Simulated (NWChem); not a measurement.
Molecule: CH5NOSi2; SMILES O[Si@H]1N=C[SiH2]1

```xyz
10

O     -0.4535    -1.9819    -0.7830
Si     0.0291    -0.7991     0.2757
N      1.5522     0.0592    -0.1551
C      1.1673     1.2855    -0.2203
Si    -0.7518     1.3792    -0.0356
H     -0.1453    -2.8780    -0.6168
H      0.1640    -1.3778     1.6484
H      1.9108     2.0904    -0.3869
H     -1.4424     1.7014    -1.3235
H     -1.3240     2.2557     1.0365
```
Atoms are numbered in this order, from 1.

Program: NWChem. Pople sets run with spherical d functions. The geometry was optimised at PBE0/def2-SVP. Level: PBE/6-31G* with SMD (1 M gas to 1 M solution), gas-phase geometry. Reactions with the solvent are ignored.

```json
[
 {"solvent": "water", "dielectric constant": "78.4", "solvation free energy (kcal/mol)": "-4.2", "cavity-dispersion-structure term (kcal/mol)": "3.7", "dipole in solution (D)": "1.41"},
 {"solvent": "chlorobenzene", "dielectric constant": "5.70", "solvation free energy (kcal/mol)": "-3.9", "cavity-dispersion-structure term (kcal/mol)": "0.3", "dipole in solution (D)": "1.32"},
 {"solvent": "acetonitrile", "dielectric constant": "35.7", "solvation free energy (kcal/mol)": "-4.7", "cavity-dispersion-structure term (kcal/mol)": "0.9", "dipole in solution (D)": "1.38"},
 {"solvent": "ethylene glycol", "dielectric constant": "40.2", "solvation free energy (kcal/mol)": "-3.5", "cavity-dispersion-structure term (kcal/mol)": "4.3", "dipole in solution (D)": "1.40"}
]
```
